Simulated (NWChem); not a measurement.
# CHAuO; SMILES [C-](#[O+])->[AuH]

Computed with NWChem. The geometry was optimised at PBE0/def2-SVP. No frequency run checked for a minimum. def2 effective core potentials on Au; no spin-orbit coupling. Ions are spin-unrestricted doublets at the neutral geometry; other ion states weren't tried.

For level PBE/def2-SVP:

```yaml
"−ε(HOMO) (eV)": 6.71
```

### Question
How do the values read with level CAM-B3LYP/def2-SVP instead?

### Answer
| Property | Value |
|---|---|
| −ε(HOMO) (eV) | 8.99 |
